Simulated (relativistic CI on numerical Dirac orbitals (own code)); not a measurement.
## One change at a time: Pb21+

Base calculation: Dirac-Coulomb-Breit CI, orbitals from a KLI potential per configuration, QED by a radiative potential, unscaled Slater integrals.

CI space (outside the closed core [Kr]): 4d10 4f13 5s2, 4d10 4f14 5s, 4d10 4f13 5s 5p, 4d10 4f14 5p, 4d10 4f13 5s 5d, 4d10 4f12 5s2 5p, 4d10 4f12 5s 5p2, 4d10 4f14 5d, 4d10 4f13 5s 5f, 4d9 4f14 5s2, 4d10 4f13 5p 5d, 4d10 4f13 5s 5g, 4d10 4f12 5s2 5d, 4d10 4f14 6s, 4d10 4f14 5f, 4d10 4f11 5s2 5p 5d, 4d10 4f13 5p 6s, 4d10 4f13 5s 6s, 4d10 4f12 5s 5d2, 4d10 4f14 5g, 4d10 4f13 5s 6p, 4d10 4f12 5s2 6s, 4d10 4f12 5s2 5f, 4d10 4f13 5p 5g, 4d10 4f11 5s2 5p 6s, 4d10 4f13 5p2, 4d10 4f12 5p3, 4d9 4f14 5p2, 4d10 4f13 5d2, 4d10 4f12 5p 5d2, 4d9 4f14 5d2, 4d10 4f13 5p 5f, 4d10 4f12 5p2 5f, 4d9 4f14 5p 5f. Double excitations out of closed p, d and f shells are left out; levels of such configurations are missing from the list, as are those of other unlisted configurations, and high levels can miss mixing partners. Some configurations lack a partner that the ground configuration has and come out too high, among them 4d10 4f12 5s2 5d, 4d10 4f12 5s2 6s, 4d10 4f12 5s2 5f.

Variants: (1) P86 correlation estimate; (2) Breit term removed. Shifts of the energy above 4d10 4f14 5s 2S_1/2, in cm⁻¹, for the lowest level and the first level of each name with at least 55 % of one term (blank where a level changes its place among those of its configuration and J or its character, or is not in the variant):

| Level | Base | Δ(1) | Δ(2) |
| --- | --- | --- | --- |
| 4d10 4f14 5s 2S_1/2 | 0 | 0 | 0 |
| 4d10 4f13 5s2 2F°_7/2 | 313763 | +7280 | -4807 |
| 4d10 4f13 5s2 2F°_5/2 | 354407 | +7280 | -3200 |
| 4d10 4f14 5p 2P°_1/2 | 390152 | +1964 | -2408 |
| 4d10 4f14 5p 2P°_3/2 | 646329 | +1968 | +363 |
| 4d10 4f13 5s 5p 4G_11/2 | 907134 | +8888 | -4012 |
| 4d10 4f13 5s 5p 2D_3/2 | 915451 | +8890 | -4149 |
| 4d10 4f13 5s 5p 4F_9/2 | 925510 | +8888 | -4093 |
| 4d10 4f13 5s 5p 4D_1/2 | 938246 | +8890 | -2699 |
| 4d10 4f13 5s 5p 2G_9/2 | 956755 | +8889 | -2424 |
| 4d10 4f12 5s2 5p 4G°_11/2 | 1016453 | +14604 | -11730 |
| 4d10 4f13 5s 5p 2F_5/2 | 1042660 | +8911 | -2514 |
| 4d10 4f12 5s2 5p 2K°_13/2 | 1115146 | +14605 | -9546 |
| 4d10 4f12 5s2 5p 2H°_11/2 | 1118929 | +14603 | -9817 |

At this charge transitions that keep the count of f electrons are usually good to a few per cent. Levels that differ in their count of f electrons can be misplaced by several ten thousand cm⁻¹, since the correlation energy of f electrons is missing or only estimated; rates across such gaps can be off by orders of magnitude. The computed lowest level isn't the tabulated ground level, which NIST ASD gives as 4f13 5s2 2F°7/2; for such ions that label comes from theory and may be the wrong one.

Ionisation energy from one configuration of each of the two ions, the ground ones as tabulated or assumed: base 598.547 eV; P86 correlation estimate 599.702 eV; Breit term removed 599.068 eV. The NIST ASD value (theoretical) is 610 ± 30 eV.

LS names give the leading component of a level, which can be under half, so a name can repeat, a term be missing and a line seem to break the LS rules.
